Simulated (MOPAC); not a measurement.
MOPAC input (PM6):

```
PM6 1SCF CHARGE=-1 GEO-OK AUX(PRECISION=9) THREADS=1
H3Ge

Ge   -0.01667653 1   -0.02374786 1   -0.02936325 1
H     0.55173632 1   -0.94519677 1    1.07018852 1
H    -1.12441123 1    0.88709926 1    0.54024778 1
H     1.10632396 1    0.81802910 1   -0.67081224 1
```

What heat of formation does the run end on, and which ionisation energy by Koopmans theorem?

-9.42 kcal/mol; 2.48 eV.
